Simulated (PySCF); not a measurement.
SMILES O=C(O)c1cccc([SiH3])c1, GFN2-xTB optimised geometry.

```
18

O      2.57    -2.33    -0.02
C      1.36    -2.26     0.00
O      0.59    -3.36     0.03
C      0.58    -1.00     0.00
C     -0.81    -1.00     0.00
C     -1.49     0.20     0.00
C     -0.78     1.40     0.00
C      0.61     1.42     0.00
Si     1.58     3.04    -0.01
C      1.28     0.20     0.00
H      1.16    -4.15     0.02
H     -1.34    -1.94     0.00
H     -2.57     0.21     0.00
H     -1.33     2.33     0.00
H      2.32     3.15    -1.26
H      2.51     3.04     1.13
H      0.63     4.15     0.11
H      2.36     0.17     0.00
```

Density from B3LYP/def2-SVP in PySCF at that geometry.

Minimum of the electron density along straight lines between bonded atoms, close to the bond critical point (lines longer than 1.1 times the sum of covalent radii, or with two minima, are not listed):

```
bond     length / Å  ρ at the minimum / e bohr⁻³  ∇²ρ there / e bohr⁻⁵  position (fraction from the first atom)
-------  ----------  ---------------------------  --------------------  ---------------------------------------
O1–C2         1.207                          [?]                  0.27                                     0.67
C2–O3         1.344                        0.302                 -0.39                                     0.34
C2–C4         1.478                        0.274                   [?]                                     0.52
C4–C5         1.393                        0.310                 -0.79                                     0.50
C5–C6         1.382                        0.316                 -0.83                                     0.50
C6–C7         1.385                        0.314                 -0.82                                     0.50
C7–C8         1.393                        0.308                 -0.78                                     0.51
C8–Si9        1.890                        0.113                  0.34                                     0.62
C4–C10        1.392                        0.311                 -0.79                                     0.50
C8–C10        1.388                        0.311                 -0.79                                     0.49
O3–H11        0.970                        0.347                   [?]                                     0.82
C5–H12        1.079                        0.288                 -1.13                                     0.64
C6–H13        1.080                        0.284                 -1.08                                     0.63
C7–H14        1.081                        0.285                 -1.09                                     0.63
Si9–H15       1.464                        0.117                  0.33                                     0.49
Si9–H16       1.464                        0.117                  0.33                                     0.49
Si9–H17       1.464                        0.117                  0.33                                     0.49
C10–H18       1.080                        0.287                 -1.12                                     0.64
```

Problem. Some entries are withheld; supply them.

Solution. 
- O1–C2, ρ at the minimum / e bohr⁻³: 0.418
- C2–C4, ∇²ρ there / e bohr⁻⁵: -0.69
- O3–H11, ∇²ρ there / e bohr⁻⁵: -2.31
